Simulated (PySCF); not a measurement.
A structure optimised at B3LYP-D3(BJ)/def2-SVP, used in a PySCF frequency run:

```xyz
7

Mg     0.2874    -0.7890     0.0000
I     -0.0603     1.7515     0.0000
S      0.6474    -3.0615     0.0000
C     -1.0659    -3.7622     0.0000
H     -1.6295    -3.4735    -0.8983
H     -0.9574    -4.8556     0.0000
H     -1.6295    -3.4735     0.8983
```

### Question
Write its SMILES, formula and point group.

### Answer
C[S][Mg][I], CH3IMgS, Cs

### Question
What are its rotational constants (standard atomic weights)?

### Answer
13.659, 0.55323, 0.53352 GHz
